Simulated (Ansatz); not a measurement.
Method: Ansatz (a quantum-chemistry and plane-wave program) with frozen-core CCSD(T)/cc-pVTZ // M06-2X/def2-TZVP.

Ansatz 0.2 input:
```yaml
crystal:
  periodic: [false, false, false]
  atoms:
    - { symbol: B, position_ang: [-0.001002, 0.347355, -0.000001] }
    - { symbol: H, position_ang: [-1.064966, -0.174945, 0.000004] }
    - { symbol: H, position_ang: [1.06579, -0.169147, -0.000003] }
basis:
  gaussian: { orbitals: cc-pVTZ }
correlation:
  method: ccsd_t
magnetization:
  spin_polarized: true
  initial_magnetization: 1
```

Output:

```
Functional definition: HF
325 factors; integrals over basis functions are off by at most 7.7e-4 eV
mean field evaluation 1: about -700.2532 eV, gradient 7.5e0 eV
mean field evaluation 2: about -700.2531 eV, gradient 7.5e0 eV
mean field evaluation 4: about -700.9655 eV, gradient 6.5e-1 eV
mean field evaluation 8: about -700.9751 eV, gradient 2.1e-3 eV
mean field evaluation 16: about -700.2045 eV, gradient 3.9e0 eV
mean field evaluation 32: about -699.6097 eV, gradient 2.2e-3 eV
mean field -700.97510545 eV, -25.7603599872 hartree, gradient 5.3e-6 eV, S^2 0.753647; 3 other end points of the search recorded, 0 dependent functions left out
determinant -700.97510545 eV, -25.7603599872 hartree, with singles and doubles -703.79005928 eV, -25.8638076326 hartree
determinant -699.60973601 eV, -25.7101835860 hartree, with singles and doubles -702.57337319 eV, -25.8190952433 hartree
1 core orbitals not correlated
reference -700.97510545 eV, -25.7603599872 hartree; 3, 2 occupied and 54, 55 virtual orbitals, 325 factors
second order -2.24104647 eV of doubles, -0.00000000 eV of singles
cycle   1  -2.73376258 eV  change   -2.3e-1 eV  update   1.4e-2
cycle   2  -2.73766324 eV  change   -3.9e-3 eV  update   4.1e-3
cycle   3  -2.74018660 eV  change   -2.5e-3 eV  update   1.6e-3
cycle   4  -2.74087770 eV  change   -6.9e-4 eV  update   4.8e-4
cycle   5  -2.74092706 eV  change   -4.9e-5 eV  update   1.5e-4
cycle   6  -2.74094192 eV  change   -1.5e-5 eV  update   5.0e-5
cycle   7  -2.74095637 eV  change   -1.4e-5 eV  update   1.2e-5
cycle   8  -2.74095805 eV  change   -1.7e-6 eV  update   3.6e-6
perturbative correction -0.05290345 eV, -0.0019441661 hartree
Total energy: -703.76896695 eV, -25.8630325038 hartree
```

Cost: about 2.2 core-seconds (a rough figure).
